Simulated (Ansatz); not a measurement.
Relaxation of BH6NO2 (10 atoms, charge 0, multiplicity 1), to a largest force component of 0.03 eV/Å in at most 50 steps.

These are results of RKS PBE-D4/6-31G* (Ansatz), not measurements.

```xyz
10
Properties=species:S:1:pos:R:3:forces:R:3
B -0.121 -0.288 -0.175 -0.02 -0.11 -0.36
H -0.074 -0.599 0.984 0.03 -0.28 0.26
O 0.995 -0.219 -0.978 0.06 0.00 -0.03
H 1.806 -0.272 -0.441 -0.02 0.00 -0.01
N -1.394 -0.054 -0.764 -0.02 -0.01 -0.04
H -2.260 -0.315 -0.304 -0.02 -0.01 0.02
H -1.491 0.071 -1.771 0.01 0.02 0.00
O -0.111 2.014 1.070 -0.11 -0.29 0.33
H -0.763 1.921 0.340 0.02 0.02 0.03
H -0.270 1.166 1.559 0.07 0.67 -0.20
```

**Question.** Where does it end, and by what steps?

**Answer.** The forces met the threshold. After 8 steps the energy has fallen by 0.107 eV; H10 moved furthest, 0.74 Å.

```tsv
step	energy less start (eV)	largest force component (eV/Å)	accepted
0	0.0000	0.669	yes
1	-0.0693	0.372	yes
2	-0.0728	0.746	yes
3	-0.0331	1.335	no
4	-0.0979	0.242	yes
5	-0.1022	0.122	yes
6	-0.1060	0.041	yes
7	-0.1061	0.035	yes
8	-0.1069	0.018	yes
```

```xyz
10
Properties=species:S:1:pos:R:3
B -0.054 -0.458 -0.252
H 0.027 -0.962 0.846
O 1.034 -0.288 -1.078
H 1.857 -0.519 -0.613
N -1.327 -0.028 -0.728
H -2.192 -0.315 -0.279
H -1.451 0.283 -1.691
O -0.274 2.225 1.050
H -0.782 1.706 0.383
H -0.522 1.781 1.885
```

Time of the run: 33 s on 1 thread of Arm Neoverse N1, on a shared host, peak memory 0.13 GiB.
